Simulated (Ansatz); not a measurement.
Ansatz (a program for electronic structure) input (wB97M-V/def2-TZVPD):

Ansatz 0.2 input:
```yaml
crystal:
  periodic: [false, false, false]
  atoms:
    - {symbol: Si, position_ang: [0.01872284, 0.35343796, 0.24393198]}
    - {symbol: F, position_ang: [-0.00238999, 0.95456240, -1.26208239]}
    - {symbol: C, position_ang: [-1.56419127, -0.62697409, 0.47222945]}
    - {symbol: C, position_ang: [1.54172200, -0.73240873, 0.38660346]}
    - {symbol: H, position_ang: [-2.44561426, 0.00417771, 0.35487490]}
    - {symbol: H, position_ang: [-1.59437544, -1.07693271, 1.46654091]}
    - {symbol: H, position_ang: [-1.61365740, -1.42856763, -0.27166220]}
    - {symbol: H, position_ang: [1.59601938, -1.18523520, 1.37858587]}
    - {symbol: H, position_ang: [1.49574274, -1.53412064, -0.35738433]}
    - {symbol: H, position_ang: [2.45609079, -0.16221764, 0.21974126]}
basis:
  gaussian:
    orbitals: def2-TZVPD
hamiltonian:
  xc: {name: wB97M-V}
magnetization: {spin_polarized: true, initial_magnetization: 1}
output: {forces: true}
```

Output:

```
Functional definition: wB97M-V
integrals: 0.16 GiB planned
1135 factors; their error is unknown
integrals: 0.20 GiB planned
432 factors; integrals over basis functions are off by at most 1.6e-5 eV
mean field: 2.15 GiB planned
mean field evaluation 1: about -12760.8011 eV, gradient 3.9e1 eV
mean field evaluation 2: about -12763.0671 eV, gradient 3.4e1 eV
mean field evaluation 4: about -12767.0494 eV, gradient 1.5e0 eV
mean field evaluation 8: about -12767.0760 eV, gradient 1.0e-1 eV
mean field evaluation 16: about -12767.0618 eV, gradient 1.7e-4 eV
mean field -12767.06178958 eV, -469.1808669418 hartree, gradient 5.4e-5 eV, S^2 0.750835; 0 other end points of the search recorded, 0 dependent functions left out
the calculation of the forces begins
reference -12767.06185510 eV, -469.1808693494 hartree; 21, 20 occupied and 190, 191 virtual orbitals, 1135 factors
Total energy: -12767.06185510 eV, -469.1808693494 hartree
Atom 0 at     0.018723     0.353438     0.243932 Å, force    -0.003508    -0.123610     0.024944 eV/Å
Atom 1 at    -0.002390     0.954562    -1.262082 Å, force    -0.000315    -0.034320     0.030850 eV/Å
Atom 2 at    -1.564191    -0.626974     0.472229 Å, force     0.074908     0.044084    -0.030765 eV/Å
Atom 3 at     1.541722    -0.732409     0.386603 Å, force    -0.073328     0.049116    -0.026678 eV/Å
Atom 4 at    -2.445614     0.004178     0.354875 Å, force     0.029257    -0.006693     0.004838 eV/Å
Atom 5 at    -1.594375    -1.076933     1.466541 Å, force     0.010253     0.014785    -0.017655 eV/Å
Atom 6 at    -1.613657    -1.428568    -0.271662 Å, force     0.015835     0.022432     0.012147 eV/Å
Atom 7 at     1.596019    -1.185235     1.378586 Å, force    -0.010183     0.015479    -0.017092 eV/Å
Atom 8 at     1.495743    -1.534121    -0.357384 Å, force    -0.013586     0.023431     0.012958 eV/Å
Atom 9 at     2.456091    -0.162218     0.219741 Å, force    -0.029333    -0.004704     0.006454 eV/Å
Dipole moment:    -0.002866    -0.293500     0.257443 e Å
```

It need not be the lowest isomer of its formula.
